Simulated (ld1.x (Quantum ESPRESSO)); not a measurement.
rubidium (Rb), TM: configuration errors across variants

* Element: rubidium (Rb)
* Generator: ld1.x (Quantum ESPRESSO) 7.5
* Type: norm-conserving Troullier–Martins (Kleinman–Bylander form)
* Functional: PBE
* Relativity: scalar-relativistic
* Frozen core: [Ar] 3d10
* Valence charge: 9
* Reference configuration: 4s2 4p6 4d0 5s0 5p0 (charge +1)
* Partial waves: 4p (bound): rc 1.60 bohr; 4d (bound, empty): rc 3.10 bohr; 4s (bound): rc 1.85 bohr
* Local potential: the s channel
* Core correction: a·sin(br)/r model core, default radius (core density twice the valence density)

All-electron excitation energies from the reference (eV): (1) 4s2 4p6 4d0 5s1 5p0 -4.154; (2) 4s2 4p6 4d0 5s0.5 5p0 -2.576; (3) 4s2 4p6 4d0 5s0 5p1 -2.634; (4) 4s1 4p6 4d0 5s1 5p0 33.581; (5) 4s2 4p6 4d1 5s0 5p0 -1.914; (6) 4s2 4p5 4d0 5s1 5p0 16.986; (7) 4s2 4p6 4d0.5 5s0.5 5p0 -3.037.

Tests that are not counted but printed errors over 1 eV. “all radii but the core radius scaled by about 0.76 (s 1.40, p 1.22, d 2.34 bohr)”: 4s2 4p6 4d0 5s0 5p1 (solver errors, printed error -1.3 eV).

A true bound ghost makes a file unfit for plane-wave use even where its test errors are small: the radial tests pick states by their node count and pass the ghost by. Where a test does run into it, the solver fails or the error is huge.

Errors AE − PS in meV (a dash: test not solved or not reliable):

| change | (1) | (2) | (3) | (4) | (5) | (6) | (7) | bound ghosts |
| --- | --- | --- | --- | --- | --- | --- | --- | --- |
| base | +73 | +50 | +15 | +253 | -0.6 | +240 | +41 | none |
| all radii but the core radius scaled by about 0.76 (s 1.40, p 1.22, d 2.34 bohr) | +13 | +8.6 | – | -88 | -0.5 | -6.6 | +7.1 | p |
| all radii but the core radius scaled by about 0.90 (s 1.66, p 1.44, d 2.78 bohr) | +36 | +25 | +13 | +145 | -0.5 | +126 | +20 | none |
| all radii but the core radius scaled by about 1.04 (s 1.92, p 1.66, d 3.22 bohr) | +102 | +70 | +18 | +344 | -0.5 | +330 | +57 | none |
| all radii but the core radius scaled by about 1.19 (s 2.20, p 1.90, d 3.70 bohr) | +218 | +149 | +32 | +699 | -0.3 | +671 | +124 | none |
| all radii but the core radius scaled by about 1.36 (s 2.52, p 2.18, d 4.22 bohr) | +408 | +277 | +57 | +1220 | +0.3 | +1167 | +236 | none |

(1) Give the same row for: all radii but the core radius scaled by about 1.28 (s 2.36, p 2.04, d 3.96 bohr).

## Answers

(1) +323, +220, +45, +996, -0.1, +955, +186; bound ghosts: none.
